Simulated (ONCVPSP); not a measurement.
# Scattering properties, ONCV potential for Ba (Z = 56)

* Element: Ba
* Generator: ONCVPSP 4.0.1
* Type: optimised norm-conserving Vanderbilt (ONCV)
* Functional: PBE
* Relativity: fully relativistic
* Frozen core: [Kr] 4d10
* Valence charge: 10
* Reference configuration: 5s2 5p6 6s1 (charge +1)
* Partial waves: 5s+6s: rc 2.25 bohr, ncon 3, nbas 6, qcut 4.5 1/bohr, 2 projectors; 5p: rc 2.30 bohr, ncon 4, nbas 9, qcut 6.5 1/bohr, 3 projectors, debl 2.5 Ha; d scattering state at 0.43 Ha: rc 2.15 bohr, ncon 3, nbas 6, qcut 3.8 1/bohr, 2 projectors, debl 1.6 Ha
* Local potential: polynomial inside 2.15 bohr (lpopt 5, dvloc0 1 Ha)
* Core correction: Teter function, fcfact 3.25, rcfact 1.5

Open shells are filled in proportion to 2j + 1.

In the d channel the program set the typed energies aside and used 0.050, 1.650 Ha (j = l + 1/2; the other j can differ).

The phase is arctan(r·R′/R) of the radial function R(r), unwrapped; energies in Ha, scanned from -3 to 5 Ha. A pole is an energy at which the radial function vanishes at the test radius. The pseudo phase is shifted by a multiple of π to meet the all-electron one at the reference energy, and phase errors are pseudo minus all-electron; the curves can meet again beyond the range given. Levels narrower than the energy grid can be missing from the lists of poles.

| channel | radius (bohr) | reference energy (Ha) | poles, all-electron | poles, pseudo | unbroken range about the reference energy with phases within 0.05 rad | phase error 1 Ha above the reference energy (rad) |
| --- | --- | --- | --- | --- | --- | --- |
| s | 2.29 | -0.28 | -0.98, 4.35 | -0.98, 3.00 | below 1.0 | -0.013 |
| p3/2 | 2.33 | -0.87 | -0.15 | -0.15 | the whole range | -0.000 |
| p1/2 | 2.33 | -0.95 | -0.32, 4.79 | -0.32, 4.79 | the whole range | -0.000 |
| d5/2 | 2.18 | 0.05 | 1.57 | 1.57 | below 3.4 | -0.000 |
| d3/2 | 2.18 | 0.05 | 1.52 | 1.52 | below 3.4 | -0.000 |

Phases in the s channel:

```csv
E (Ha),all-electron,pseudo
-2.98,1.226,1.226
-2.76,1.177,1.177
-2.54,1.103,1.102
-2.32,0.972,0.971
-2.10,0.691,0.690
-1.88,-0.020,-0.022
-1.66,-0.906,-0.906
-1.44,-1.293,-1.293
-1.22,-1.464,-1.464
-1.00,-1.562,-1.562
-0.78,-1.631,-1.631
-0.56,-1.688,-1.688
-0.34,-1.742,-1.742
-0.12,-1.800,-1.800
0.10,-1.869,-1.869
0.32,-1.960,-1.961
0.54,-2.098,-2.102
0.76,-2.331,-2.347
0.98,-2.759,-2.811
1.20,-3.391,-3.484
1.42,-3.895,-3.978
1.64,-4.172,-4.239
1.86,-4.327,-4.386
2.08,-4.423,-4.479
2.30,-4.487,-4.546
2.52,-4.535,-4.600
2.74,-4.571,-4.649
2.96,-4.600,-4.701
3.18,-4.624,-4.773
3.40,-4.645,-4.932
3.62,-4.663,-6.006
3.84,-4.679,-7.466
4.06,-4.694,-7.650
4.28,-4.708,-7.718
4.50,-4.722,-7.757
4.72,-4.735,-7.785
4.94,-4.749,-7.806
```
